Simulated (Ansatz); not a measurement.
Input file for Ansatz (a quantum-chemistry and plane-wave program): R-BLYP/def2-TZVPP on HCl (SMILES Cl).

Ansatz 0.2 input:
```yaml
crystal:
  periodic: [false, false, false]
  atoms:
    - {symbol: Cl, position_ang: [0.00000000, -0.00000000, 0.64477451]}
    - {symbol: H, position_ang: [-0.00000000, 0.00000000, -0.64477451]}
basis:
  gaussian:
    orbitals: def2-TZVPP
hamiltonian:
  xc: {name: BLYP}
scf: {lower_state_search: off}
```

The log:

```
WARN ansatz: RAYON_NUM_THREADS=8 ignored (pool sized by the plan → 8); use --threads N
Functional definition: BLYP
these checks for a lower state are left out or cut short: stability, starts, cluster_reference, orbital_swaps, neighbouring_geometries, increment
integrals: 0.01 GiB planned
353 factors; their error is unknown
mean field: 0.18 GiB planned
mean field evaluation 1: about -12539.0291 eV, gradient 1.2e1 eV
mean field evaluation 2: about -12538.9638 eV, gradient 1.5e1 eV
mean field evaluation 4: about -12539.3987 eV, gradient 5.3e-1 eV
mean field evaluation 8: about -12539.3905 eV, gradient 4.2e-4 eV
mean field -12539.39048305 eV, -460.8141007480 hartree, gradient 8.1e-7 eV, S^2 0.000000; 0 other end points of the search recorded, 0 dependent functions left out
reference -12539.39068770 eV, -460.8141082687 hartree; 9, 9 occupied and 47, 47 virtual orbitals, 353 factors
Total energy: -12539.39068770 eV, -460.8141082687 hartree
Checks for a lower state left out: stability, starts, cluster_reference, orbital_swaps, neighbouring_geometries, increment
```

The run converged.

Cost: around 0.4 core-seconds (rough).
